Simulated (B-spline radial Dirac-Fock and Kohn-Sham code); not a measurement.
# Kohn-Sham estimates against Dirac-Fock for the levels of Te³⁵⁺

System: Te³⁵⁺, configuration [Ne] 3s2 3p5.

The density-functional columns are spherical, spin-unpolarised Dirac-Kohn-Sham results without Breit or QED terms: −ε is minus the orbital energy of the initial state and ΔSCF the difference of two total energies. The reference in the last column comes from multi-electron Dirac-Fock with separately optimised hole states, Breit and Lamb-shift corrections added in first order. All numbers are from a radial B-spline solver, in eV; a selection of levels is shown. For the 1s level of heavy atoms much of the gap between ΔSCF and the reference is the Breit and QED part, -110.3 eV here; for other levels the error of the functional can be larger.

| level | LDA −ε | LDA ΔSCF | Dirac-Fock |
| --- | --- | --- | --- |
| K | 33497.2 | 33886.8 | 33786.6 |
| L1 | 6712.8 | 6806.2 | 6846.2 |
| L2 | 6428.9 | 6540.1 | 6531.1 |
| M1 | 2523.9 | 2563.2 | 2575.0 |
| M2,3 | 2375.1 | 2415.6 | 2411.0 |

Values without a named source are computed, but for edge energies of neutral atoms, which are taken from tables.
